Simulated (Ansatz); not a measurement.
Geometry optimisation of (BeTe)4 cube (Be₄Te₄).

```yaml
crystal:
  periodic: [false, false, false]
  atoms:
    - {symbol: Be, position_ang: [-0.287070, 0.312440, 1.341570]}
    - {symbol: Te, position_ang: [0.107810, -2.081790, 1.384020]}
    - {symbol: Be, position_ang: [1.290330, -0.553620, -0.086980]}
    - {symbol: Te, position_ang: [1.674090, 1.651330, 0.846080]}
    - {symbol: Be, position_ang: [-0.060350, 1.169150, -0.779320]}
    - {symbol: Te, position_ang: [-2.292730, 0.987940, 0.154120]}
    - {symbol: Be, position_ang: [-0.941750, -0.927110, -0.474410]}
    - {symbol: Te, position_ang: [0.509670, -0.558330, -2.385070]}
basis:
  gaussian: {orbitals: def2-SVP}
hamiltonian: {xc: pbe, dispersion: d4}
scf: {lower_state_search: "off"}
output: {orbitals: {seedname: orbitals}}
relax: {f_tol: 0.02, max_steps: 100}
```

```sh
$ ansatz run in.yaml --threads 4 --pin off --events-out ev --progress --plain --max-ram 4787MiB
```

It prints (some lines left out):

```
Functional definition: PBE
mean field -30780.67031425 eV, -1131.1687701611 hartree, gradient 3.3e-6 eV, S^2 0.000000; 0 other end points of the search recorded, 0 dependent functions left out
relax step   1: F+E_penalty+E_count = -30781.35488553 eV  Δ(F+E_penalty+E_count) = +0.000e0 eV  max|allowed force component| = 8.875e-1 eV/Å  Δτ_max = 0.0000 Å  (16 SCF iters, accepted)
mean field -30780.83129225 eV, -1131.1746859932 hartree, gradient 3.0e-6 eV, S^2 0.000000; 0 other end points of the search recorded, 0 dependent functions left out
relax step   2: F+E_penalty+E_count = -30781.53761645 eV  Δ(F+E_penalty+E_count) = -1.827e-1 eV  max|allowed force component| = 7.300e-1 eV/Å  Δτ_max = 0.1086 Å  (22 SCF iters, accepted)
mean field -30780.92068363 eV, -1131.1779710659 hartree, gradient 2.0e-6 eV, S^2 0.000000; 0 other end points of the search recorded, 0 dependent functions left out
relax step   3: F+E_penalty+E_count = -30781.61277467 eV  Δ(F+E_penalty+E_count) = -7.516e-2 eV  max|allowed force component| = 4.014e-2 eV/Å  Δτ_max = 0.0511 Å  (18 SCF iters, accepted)
mean field -30780.92055178 eV, -1131.1779662205 hartree, gradient 3.1e-6 eV, S^2 0.000000; 0 other end points of the search recorded, 0 dependent functions left out
relax step   4: F+E_penalty+E_count = -30781.61324227 eV  Δ(F+E_penalty+E_count) = -4.676e-4 eV  max|allowed force component| = 4.496e-3 eV/Å  Δτ_max = 0.0061 Å  (18 SCF iters, accepted)
Total energy: -30781.61328446 eV, -1131.2034236769 hartree
Atom 0 at    -0.308897     0.337988     1.445727 Å, force    -0.000836     0.001859     0.004288 eV/Å
Atom 1 at     0.105048    -2.032972     1.352445 Å, force     0.000099    -0.000928     0.000159 eV/Å
Atom 2 at     1.390564    -0.597864    -0.093343 Å, force     0.004007    -0.002358    -0.000353 eV/Å
Atom 3 at     1.638182     1.614172     0.827084 Å, force    -0.000074     0.000594     0.000116 eV/Å
Atom 4 at    -0.065155     1.261365    -0.839248 Å, force    -0.000268     0.004496    -0.001974 eV/Å
Atom 5 at    -2.241013     0.963688     0.150426 Å, force    -0.000201     0.000441     0.000144 eV/Å
Atom 6 at    -1.016511    -1.001493    -0.513129 Å, force    -0.002833    -0.003666    -0.001905 eV/Å
Atom 7 at     0.497781    -0.544874    -2.329950 Å, force     0.000104    -0.000438    -0.000476 eV/Å
Dipole moment:    -0.000004    -0.000022    -0.000003 e Å
Checks for a lower state left out: stability, starts, cluster_reference, orbital_swaps, neighbouring_geometries, increment
```

Run time 7 s (4 threads of Arm Neoverse V2 on a shared host).

In the def2 sets Te takes a core potential; there is no spin–orbit coupling.
